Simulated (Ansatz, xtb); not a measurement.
A geometry optimisation of FH2Si2Sn+ with r2SCAN-D4/def2-SVP

The starting geometry of this gas-phase singlet was built from a drawn formula by distance geometry and a force field; its bonds are those of `[F][Sn]1=[Si+][SiH2]1`.

```xyz
6

F    -0.0021   -3.8189    1.7021
Si   -1.0421   -0.0049    0.5421
Si   -1.1323   -0.9130   -1.4674
Sn   -0.5191   -2.2168    0.7017
H     0.0589   -0.6931   -2.3016
H    -2.4215   -1.2822   -1.9393
```

Predict what becomes of its bonds when it is optimised with r2SCAN-D4/def2-SVP.

A new bond forms, giving a structure with F1 bridging Si2 and Sn4, given below by its coordinates. Distances that change by over a tenth: F1–Sn4 (1.96 → 2.39 Å), Si2–Sn4 (2.28 → 2.59 Å), Si3–Sn4 (2.60 → 3.24 Å). Contacts that close: F1–Si2 (4.12 → 1.75 Å).

The energy falls by 2.88 eV over 32 steps:

```tsv
step	E − E(last) (eV)
1	2.876
4	1.991
8	1.338
11	1.324
15	1.260
18	1.143
22	0.659
25	0.141
29	0.004
32	0.000
```

Final geometry (Å):

```xyz
6

F     0.5199   -1.8862    1.1682
Si   -0.6785   -0.6776    0.7803
Si   -1.0101   -1.1054   -1.4110
Sn   -1.5376   -3.1000    1.0851
H    -0.1294   -1.7313   -2.4372
H    -2.2224   -0.4285   -1.9479
```

From the same start GFN2-xTB ends elsewhere, differing in F1–Si2 (2.82 against 1.75 Å here).

The end wasn't checked by frequencies. Atoms past krypton carry core potentials, without spin–orbit terms. Run with Ansatz 0.2.0, 3.8 min on 1 thread of AMD EPYC (Zen 3), on a shared host.
